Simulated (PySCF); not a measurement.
**How the method moves the HOMO and LUMO of `OCB(O)O`**

Compound: CH₅BO₃.
Numbering: `[OH:1][CH2:2][B:3]([OH:4])[OH:5]` (hydrogens: H6 on O1; H7, H8 on C2; H9 on O4; H10 on O5)

Geometry (PBE0-D3(BJ)/def2-SVP, Å), atoms numbered from 1 in this order:
```
atom  x, y, z in Å
O1    -0.7161   -1.5232   -0.3397
C2    -0.5128   -0.1385   -0.6007
B3     0.6074    0.4678    0.3631
O4     0.8883    1.7927    0.4777
O5     1.3348   -0.4108    1.0902
H6    -1.2912   -1.5950    0.4291
H7    -0.1642   -0.0639   -1.6470
H8    -1.4644    0.4283   -0.5737
H9     0.3230    2.3479   -0.0642
H10    1.0341   -1.2995    0.8458
```

Basis pcSseg-2 throughout (PySCF), one geometry. One conformer (not necessarily the lowest) at the PBE0-D3(BJ)/def2-SVP geometry, without solvent, vibrations or thermal averaging.

Task: How do the orbital energies, the gap and the dipole change with the method?

Result: 
```
   method                    kind  HOMO (eV)  LUMO (eV)  gap (eV)  μ (D)  SCF cycles
    B97-2           global hybrid      -7.65       0.10      7.75   2.97          13
     PBE0           global hybrid      -7.93       0.07      8.00   3.00          13
 mPW1PW91           global hybrid      -7.97       0.05      8.02   2.99          13
CAM-B3LYP  range-separated hybrid      -9.46       0.71     10.17   3.08          13
BHandHLYP           global hybrid      -9.52       0.56     10.08   3.12          12
  wB97X-D  range-separated hybrid      -9.86       1.82     11.68   3.02          12
  LC-wPBE  range-separated hybrid     -10.78       1.91     12.69   3.10          12
```

The HOMO spans 3.13 eV, from B97-2 down to LC-wPBE, and the gap runs from 7.75 eV (B97-2) to 12.69 eV (LC-wPBE). Over the methods B97-2 (21 %), PBE0 (25 %), mPW1PW91 (25 %), BHandHLYP (50 %), a straight line through the gap against the share of exact exchange rises by 0.82 eV for each 10 % (correlation coefficient 1.000). The dipole ranges from 2.97 D (B97-2) to 3.12 D (BHandHLYP). This basis has no diffuse functions.

The vertical ΔSCF ionisation energy at CAM-B3LYP/def2-SVPD is 10.66 eV; −ε(HOMO) comes closest to it with LC-wPBE (10.78 eV).
